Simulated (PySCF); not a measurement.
C₅H₄ClO₂P.
Z-matrix (Å and degrees, GFN2-xTB geometry), rows numbered from 1:
```
C 
C   1  1.5032
O   2  1.2125  1  124.36
C   2  1.4593  1  116.12  3  -179.96
O   4  1.3496  2  120.80  1     0.05
C   5  1.3259  4  111.37  2   179.95
C   6  1.3644  5  114.83  4    -0.00
Cl  7  1.7132  6  123.16  5  -179.96
P   4  1.7309  2  123.08  1   179.97
H   1  1.0880  2  109.56  3  -120.96
H   1  1.0859  2  109.87  3    -0.06
H   1  1.0881  2  109.57  3   120.86
H   6  1.0755  5  116.64  4  -179.99
```

Computed, not measured: TDDFT PBE0/def2-SVPD, vertical, gas phase, core orbitals frozen in the response (PySCF).

Computed states:

```
state  E (eV)       f
   S1    3.44  0.0007
   S2    4.30   0.171
   S3    4.68   0.085
   S4    5.07  0.0089
   S5    5.58  0.0011
   S6    6.25   0.100
   S7    6.35  0.0004
   S8    6.49  0.0001
```

Each state is given a Gaussian of 0.3 eV full width at half maximum, with ε(max) = 2.175×10⁸ f / Δν̃ (Δν̃ the width in cm⁻¹). The width is an assumption, not a result. The curve ends short of the highest state used, and states not computed would add to its high-energy end.

(1) Give the broadened spectrum and its maxima.

(2) Coming from long wavelengths, where does ε first pass 100 L mol⁻¹ cm⁻¹?

(3) On this curve, what absorbance would a 10⁻³ mol/L sample give at 280 nm over a 1 cm path?

(4) Does any computed singlet lie in the visible range?

Answers

(1) 
λ (nm), ε (L mol⁻¹ cm⁻¹) and a bar:
```
    210.4        166 
    216.3         52 
    222.1        103 
    228.0         69 
    233.8        169 
    239.6        589 #
    245.5        897 ##
    251.3       1489 ###
    257.1       4208 ########
    263.0       7446 ###############
    268.8       7353 ###############
    274.7       6928 ##############
    280.5      10671 #####################
    286.3      15034 ##############################
    292.2      13975 ############################
    298.0       8534 #################
    303.9       3513 #######
    309.7       1048 ##
    315.5        233 
    321.4         39 
    327.2          7 
    333.1          6 
    338.9         14 
    344.7         28 
    350.6         44 
    356.4         57 
    362.3         59 
    368.1         51 
    373.9         37 
    379.8         23 
    385.6         13 
    391.4          6 
    397.3          3 
    403.1          1 
    409.0          0 
    414.8          0
```

Maxima: 361 nm (3.44 eV), ε about 59, made up of S1 (100%); 288 nm (4.30 eV), ε about 15000, made up of S2 (99%); 265 nm (4.67 eV), ε about 7800, made up of S3 (97%); 222 nm (5.58 eV), ε about 100, made up of S5 (100%) (ε in L mol⁻¹ cm⁻¹; maxima over ε = 5, shares over 10%). At its high-energy end, 5.89 eV, the curve is still rising (ε about 160, from S6).

(2) At about 318 nm (3.90 eV), 0.46 eV above S1.

(3) 280 nm is 4.428 eV, where ε is about 10000 L mol⁻¹ cm⁻¹, so A = ε c l ≈ 10 (Beer–Lambert, with the gas-phase spectrum and the assumed width).

(4) No computed singlet lies in the visible range (380 to 750 nm); the lowest, at 361 nm, stands 0.18 eV above its violet end (3.26 eV); a Tamm–Dancoff triplet lies at 475 nm, without intensity as long as spin–orbit coupling is left out.

One conformer stands for the species.
